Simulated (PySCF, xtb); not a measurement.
hydronium (H3O), SMILES [OH3+], charge +1.

Harmonic wavenumbers (cm⁻¹) from GFN2-xTB in xtb at its own minimum, in rising order: 957, 1355, 1355, 3258, 3258, 3318.

**Question.** What does PBE-D3(BJ)/def2-TZVPD in PySCF give at its own minimum? (The exact figures need the calculation; the answer reports its results.)

**Answer.** 856, 1633, 1633, 3466, 3550, 3550. Paired by order, the mean absolute difference is 232 cm⁻¹ and the zero-point energies are 19.3 and 21.0 kcal/mol.
